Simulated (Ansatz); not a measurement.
Two members of one family (Series GeHMe2X), computed with Ansatz in the gas phase. The two geometries come from different levels. Binding counts from free atoms in the multiplicity of their measured ground term, without zero-point energy. A dash marks a value that wasn't run or was left out as unsound. The structures are stationary points that may keep the symmetry of their start. Remarks come from the PBE and PBE0 runs and from stability tests at other levels; not every state was tested. HOMO above LUMO (over both spins in singlets and doublets, within one spin in higher multiplets; at PBE or PBE0), or a gap under 0.15 eV within one spin, warns that the state may not be the lowest or that an electron is smeared out.

First: GeHMe2Cl (singlet, charge 0, PBE0-D4/def2-SVP geometry).

```tsv
atom	x (Å)	y (Å)	z (Å)
Ge1	-0.2975	0.0755	-0.6302
H2	-1.3965	0.9403	-1.2768
C3	-1.0080	-1.0835	0.7566
H4	-0.2051	-1.7094	1.1690
H5	-1.7898	-1.7368	0.3442
H6	-1.4419	-0.4788	1.5680
C7	1.2030	1.1473	-0.0190
H8	1.6170	1.7355	-0.8501
H9	1.9912	0.4931	0.3794
H10	0.8751	1.8359	0.7759
Cl11	0.4525	-1.2189	-2.2170
```

```json
{"level": "PBE-D4/def2-SVP", "HOMO (eV)": "-6.71", "LUMO (eV)": "-0.12", "gap (eV)": "6.60", "vertical IE (eV)": "–", "binding per atom (eV)": "3.63"}
{"level": "PBE-D4/def2-TZVP", "HOMO (eV)": "-6.94", "LUMO (eV)": "-0.44", "gap (eV)": "6.50", "vertical IE (eV)": "9.95", "binding per atom (eV)": "3.62"}
{"level": "r2SCAN-D4/def2-TZVP", "HOMO (eV)": "-7.27", "LUMO (eV)": "-0.12", "gap (eV)": "7.15", "vertical IE (eV)": "10.12", "binding per atom (eV)": "3.61"}
{"level": "PBE0-D4/def2-SVP", "HOMO (eV)": "-8.12", "LUMO (eV)": "0.81", "gap (eV)": "8.93", "vertical IE (eV)": "–", "binding per atom (eV)": "3.61"}
{"level": "PBE0-D4/def2-TZVP", "HOMO (eV)": "-8.28", "LUMO (eV)": "0.52", "gap (eV)": "8.80", "vertical IE (eV)": "10.32", "binding per atom (eV)": "3.60"}
```

Remarks: gap within one spin near zero at PBE or PBE0 (+1 doublet).

Second: GeHMe2(NCO) (singlet, charge 0, PBE-D4/def2-SVP geometry).

```tsv
atom	x (Å)	y (Å)	z (Å)
Ge1	-0.108	-0.596	0.325
H2	-0.424	-1.867	1.155
C3	-0.945	-0.653	-1.446
H4	-0.544	-1.504	-2.031
H5	-0.736	0.286	-1.994
H6	-2.041	-0.774	-1.348
C7	1.814	-0.230	0.249
H8	2.224	-0.122	1.272
H9	2.002	0.707	-0.311
H10	2.342	-1.062	-0.259
N11	-0.900	0.788	1.269
C12	-1.186	1.952	1.445
O13	-1.499	3.074	1.674
```

Problem. Estimate how these quantities change from the first to the second (second minus first).

Solution. 
```
              level  Δ HOMO (eV)  Δ LUMO (eV)  Δ gap (eV)  Δ vertical IE (eV)  Δ binding per atom (eV)
    PBE-D4/def2-SVP         0.25         0.28        0.03                   –                     0.63
   PBE-D4/def2-TZVP         0.30         0.33        0.04               -0.37                     0.61
r2SCAN-D4/def2-TZVP         0.33         0.32        0.00                   –                     0.52
   PBE0-D4/def2-SVP         0.23         0.33        0.10                   –                     0.55
  PBE0-D4/def2-TZVP         0.28         0.21       -0.07               -0.37                     0.53
```
